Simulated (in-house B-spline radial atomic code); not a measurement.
Values are calculated unless marked as measured or tabulated.
## Softness against transferability: the 4d channel of Zr

Zr, [Kr] 4d2 5s2, non-relativistic LDA (VWN5), spherical and spin-unpolarised, from a B-spline radial code for spherical atoms (atomic units). The all-electron 4d level is ε = -0.150673 hartree, its outermost node lies just inside 0.58 bohr and its outer maximum at 1.59 bohr.

Troullier-Martins pseudo-orbitals are made for several radii. The cutoffs (hartree) are the plane-wave energies beyond which the orbital holds less than the named kinetic energy per electron. The phase error is the difference, pseudo minus all-electron, of arctan(R P'/P) at R = 2.53 bohr for all radii, half a hartree below and above the level.

| r_c (bohr) | V_l(0) (hartree) | cutoff for 10 mEh | for 1 mEh | for 0.1 mEh | phase error at ε − 0.5 (mrad) | at ε + 0.5 (mrad) |
| --- | --- | --- | --- | --- | --- | --- |
| 1.19 | -18.09 | 28.9 | 46.5 | 58.8 | -0.4 | -1.3 |
| 1.39 | -8.98 | 13.1 | 22.3 | 33 | -0.2 | -0.7 |
| 1.59 | -7.19 | 12.1 | 17.5 | 22.6 | -0.2 | -0.4 |
| 1.8 | -6.66 | 11.7 | 16.4 | 20.2 | -0.1 | -0.2 |
| 2.01 | -6.28 | 11.3 | 15.2 | 18.7 | +0.1 | +0.4 |
| 2.23 | -5.87 | 10.6 | 14.2 | 17.1 | +0.7 | +1.7 |

Q: Which radius needs the lowest cutoff for 0.1 mEh while both phase errors stay within 0.8 mrad?

A: The radii within that limit are 1.39, 1.59, 1.8, 2.01 bohr; of these r_c = 2.01 needs the least, 18.7 hartree, that is 37.4 Ry or 509 eV.

Q: What does the larger radius buy, and what does it cost?

A: From r_c = 1.19 to 2.23 bohr the cutoff for 1 mEh goes from 46.5 to 14.2 hartree, a factor of 3.27, against 3.51 for a pure 1/r_c² scaling, end to end; step by step it is 46.5, 22.3, 17.5, 16.4, 15.2, 14.2, and for 0.1 mEh 58.8, 33, 22.6, 20.2, 18.7, 17.1; the number of plane waves goes as the cutoff to the power 3/2, here a factor of 5.9. The larger of the two phase errors is least at r_c = 1.8 bohr, 0.2 mrad; it is 1.3 at the smallest radius and 1.7 at the largest. These errors test the reference atom alone. The smallest radius lies well inside the outer maximum, where the nodeless form must bend sharply to keep the norm, so it is both harder and scatters less well than the next. Large radii also let the cores of neighbours overlap, which an atom doesn't show.
